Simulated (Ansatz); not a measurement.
The first iterations of a band of CH$_{3}$PSSe (7 atoms, charge 0, multiplicity 1).

Computed with RKS BHLYP-D4/def2-SVP (Ansatz 0.2.0).

```json
{"movable images": "7", "climbing image": "yes", "spring": "5.0 eV/Å²", "optimiser": "quadratic models (default)", "start path": "through a guess of the saddle point", "force threshold": "0.05 eV/Å", "iteration limit": "60", "end points": "relaxed"}
```

Initial state:

```xyz
7
Properties=species:S:1:pos:R:3
P -0.333 1.508 -0.145
S -0.688 -0.536 0.422
C 0.781 -1.273 -0.107
Se 1.139 -2.980 0.067
H -1.575 1.716 -0.790
H -0.754 2.086 1.076
H 1.493 -0.588 -0.569
```

Final state:

```xyz
7
Properties=species:S:1:pos:R:3
P -0.019 1.968 -0.346
S -0.708 0.080 0.360
C 0.616 -1.044 0.033
Se 0.601 -2.346 -1.120
H -1.567 -0.474 -0.530
H -0.343 2.518 0.922
H 1.481 -0.769 0.635
```

| iteration | highest image above the first end (eV) | largest band force component (eV/Å) |
| --- | --- | --- |
| 1 | 7.056 | 33.877 |
| 2 | 3.225 | 10.440 |
| 3 | 2.974 | 5.130 |
| 4 | 2.902 | 1.492 |
| 5 | 3.074 | 3.154 |
| 6 | 2.969 | 4.715 |
| 7 | 2.947 | 0.966 |
| 8 | 2.874 | 0.625 |
| 9 | 3.046 | 2.901 |
| 10 | 3.024 | 1.227 |
| 11 | 3.028 | 1.082 |
| 12 | 2.999 | 1.312 |
| 13 | 2.989 | 0.807 |
| 14 | 2.973 | 0.347 |
| 15 | 2.964 | 0.320 |
| 16 | 2.957 | 1.366 |
| 17 | 2.947 | 0.532 |

**Question.** Does the band converge within its limit, and where does its top end?

**Answer.** The forces met the threshold. It ended after 53 iterations with the highest image 2.921 eV above the first end. Neighbouring images differ by up to 1.3 eV, so the band resolves the path poorly. A vibrational analysis at the climbing image gives one clearly imaginary mode, 1012i cm⁻¹: a first-order saddle point. The orbitals stay closed-shell, which can raise the energy where a bond breaks towards radicals; this wasn't checked here.

Time of the run: 13 min on 2 threads of Arm Neoverse V2, with other jobs on the host, peak memory 0.24 GiB.
